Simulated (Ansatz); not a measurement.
The same path of CH6OSi2 (10 atoms, charge 0, multiplicity 1) was run 3 times with different band settings. The coordinate that changes most is the dihedral Si3–C2–Si4–H10.

Level of theory: Ansatz 0.2.0, RKS PBE/cc-pVDZ.

Relaxed end points:

```xyz
10
Properties=species:S:1:pos:R:3
O 1.604 -0.722 -1.086
C 0.653 -0.295 -0.440
Si -0.073 1.506 -0.815
Si -0.157 -1.405 0.983
H -1.533 1.378 -1.185
H 0.011 2.339 0.443
H 0.707 2.146 -1.932
H 0.557 -2.728 1.064
H -0.061 -0.663 2.296
H -1.623 -1.606 0.675
```

```xyz
10
Properties=species:S:1:pos:R:3
O 0.791 -0.979 -1.636
C 0.324 -0.399 -0.661
Si 0.129 1.569 -0.679
Si -0.233 -1.429 0.932
H -1.326 1.918 -0.465
H 0.914 2.150 0.475
H 0.622 2.118 -1.991
H 0.557 -0.947 2.127
H -1.694 -1.156 1.207
H 0.000 -2.897 0.695
```

Common settings: spring 5.0 eV/Å²; start path through a guess of the saddle point; force threshold 0.05 eV/Å; iteration limit 60; end points relaxed.

| run | movable images | climbing image | optimiser |
| --- | --- | --- | --- |
| 1 | 7 | yes | quadratic models (default) |
| 2 | 7 | from the first iteration | fire |
| 3 | 2 | yes | quadratic models (default) |

Task: What does each run give, and how far can it be trusted?

Result: Run 1: converged after 6 iterations, highest image 0.000 eV above the first end. The highest image is an end point: on this band no image between the ends rises above it. Inner images lie up to 0.015 eV below the lower end, so the ends aren't the lowest states on this path.
Run 2: converged after 33 iterations, highest image 0.000 eV above the first end. The highest image is an end point: on this band no image between the ends rises above it. Inner images lie up to 0.007 eV below the lower end, so the ends aren't the lowest states on this path.
Run 3: converged after 5 iterations, highest image 0.000 eV above the first end. The highest image is an end point: on this band no image between the ends rises above it. Inner images lie up to 0.011 eV below the lower end, so the ends aren't the lowest states on this path. So few images can step over the top or miss a turn of the path.
